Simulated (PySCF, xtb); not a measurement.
C2H6S2Te. Atoms are numbered in the order given.

```xyz
11

Te     0.2249     0.8418     0.0000
S     -0.6901    -0.3489    -1.9100
C      0.5024    -1.7175    -2.1647
H      0.4520    -2.4432    -1.3416
H      0.1999    -2.2144    -3.0995
H      1.5286    -1.3407    -2.2720
S     -0.6901    -0.3489     1.9100
C      0.5024    -1.7175     2.1647
H      1.5286    -1.3407     2.2720
H      0.1999    -2.2144     3.0995
H      0.4520    -2.4432     1.3416
```
Charge 0, spin multiplicity 1.

The structure is a stationary point at B3LYP-D3(BJ)/def2-SVP. The def2 effective core potentials stand for the cores of Te; spin–orbit coupling is left out. Other conformers were not sampled.

Computed with C-PCM-PBE0/def2-SVP (PySCF 2.14.0).

The values are the electrostatic part of the solvation free energy, E(continuum) − E(gas) at the gas-phase geometry, in a cavity of scaled van der Waals radii (PySCF's table); cavitation and dispersion terms are not included. In vacuum the orbital gap is 4.86 eV. The dipole moment in vacuum is 2.95 D.

Computed values in water (ε = 78.36), methanol (ε = 32.61), chloroform (ε = 4.71):
| solvent | ε | ΔG(elec) (kcal/mol) | dipole (D) | gap (eV) |
|---|---|---|---|---|
| water | 78.36 | -4.7 | 4.06 | 4.90 |
| methanol | 32.61 | -4.6 | 4.04 | 4.90 |
| chloroform | 4.71 | -3.6 | 3.77 | 4.89 |

For comparison, GFN2-xTB/ALPB(water) (xtb, at the GFN2-xTB geometry, all terms of that model) gives -1.1 kcal/mol.
